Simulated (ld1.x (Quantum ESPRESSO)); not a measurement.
## Which change was made? (Li, TM)

```json
{
  "Element": "Li (Z = 3)",
  "Generator": "ld1.x (Quantum ESPRESSO) 7.5",
  "Type": "norm-conserving Troullier–Martins (Kleinman–Bylander form)",
  "Functional": "LDA (PZ)",
  "Relativity": "scalar-relativistic",
  "Frozen core": "none",
  "Valence charge": "3",
  "Reference configuration": "1s2 2s0.5 2p0 (charge +0.5)",
  "Partial waves": "2p (bound, empty): rc 4.20 bohr; 3d channel at -0.15 Ry: rc 3.60 bohr; 1s (bound): rc 0.40 bohr",
  "Local potential": "the s channel",
  "Core correction": "none"
}
```

Occupied shells without a wave of their own: 2s. They enter only through the test configuration that unscreens the potential.

Cutoffs, loose and tight: the cutoffs (Ry, on a coarse ladder) from which the occupation-weighted sum of valence levels, in a spherical-Bessel basis at the reference potential, stays within 10 and 1 mRy of its value at 400 Ry. They do not see the model core or the augmentation charge, which bear on the density cutoff. Test errors are all-electron minus pseudo excitation energies from the reference, over the configurations 1s2 2s1 2p0; 1s2 2s0 2p0; 1s2 2s0 2p1; 1s1 2s1 2p0 (two spin-polarised tests are not counted in the largest error); variants that change the core or the reference have their own tests.

The base gives: outcome: generated; cutoff, loose: over 300 Ry; cutoff, tight: over 300 Ry; bound ghosts: p; largest test error (meV): +5.2.

(1) After one change the result is: outcome: generated; cutoff, loose: over 300 Ry; cutoff, tight: over 300 Ry; bound ghosts: none; largest test error (meV): -12. Which change was it?
A. local potential all-electron potential smoothed inside 0.75 bohr (lloc = -1)
B. wave 2p (bound): rc 4.20 bohr becomes 2p (bound): rc 3.30 bohr
C. wave 3d channel at -0.15 Ry: rc 3.60 bohr becomes 3d channel at 3.19 Ry: rc 3.60 bohr

## Answers

(1) A. The others give: wave 2p (bound): rc 4.20 bohr becomes 2p (bound): rc 3.30 bohr → outcome: generated; cutoff, loose: over 300 Ry; cutoff, tight: over 300 Ry; bound ghosts: none; largest test error (meV): +5.2 | wave 3d channel at -0.15 Ry: rc 3.60 bohr becomes 3d channel at 3.19 Ry: rc 3.60 bohr → outcome: generated; cutoff, loose: over 300 Ry; cutoff, tight: over 300 Ry; bound ghosts: d, p; largest test error (meV): +5.2.
